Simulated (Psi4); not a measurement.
C2H8Si2, singlet, geometry from GFN2-xTB. Base run: HF/def2-SVP (Psi4).

Here is a job for Psi4.
```
memory 2 GB

molecule {
0 1
  C     0.25209438    0.38514971    1.24640713
  Si    1.34551195   -0.26633688   -0.18984983
  C    -0.25362570   -0.39526463   -1.24292497
  Si   -1.34479007    0.27110514    0.18820832
  H     0.49999714    1.38792267    1.58498194
  H     0.25076462   -0.24475418    2.13240670
  H     2.32827527    0.69774529   -0.69174618
  H     2.00712496   -1.54626746    0.07700294
  H    -0.25648887    0.22053274   -2.13870826
  H    -0.50035246   -1.40385890   -1.56485572
  H    -1.98651303    1.55971117   -0.08540501
  H    -2.34372596   -0.67709734    0.68841186
}

set basis def2-svp

energy('scf')
print_variables()
```

The base run was repeated with changes; each row names its change, and settings that it needs were set with it.

```csv
change,basis functions,E (Eh),dipole (D)
base,104,-658.01241,0.01
basis = STO-3G,36,-650.70193,0.00
basis = 3-21G,60,-654.74636,0.01
basis = def2-SV(P),80,-657.99114,0.01
basis = 6-31G*,84,-658.21735,0.01
basis = cc-pVDZ,104,-658.24729,0.01
basis = 6-31G**,108,-658.23038,0.01
basis = def2-SVPD,152,-658.01875,0.01
basis = 6-311++G**,160,-658.28533,0.01
basis = aug-cc-pVDZ,172,-658.25271,0.01
basis = def2-TZVP,184,-658.30467,0.01
basis = cc-pVTZ,240,-658.30846,0.01
basis = def2-TZVPP,258,-658.30691,0.01
```

Totals compare only among sets that treat the same electrons; sets with core potentials leave the core out.
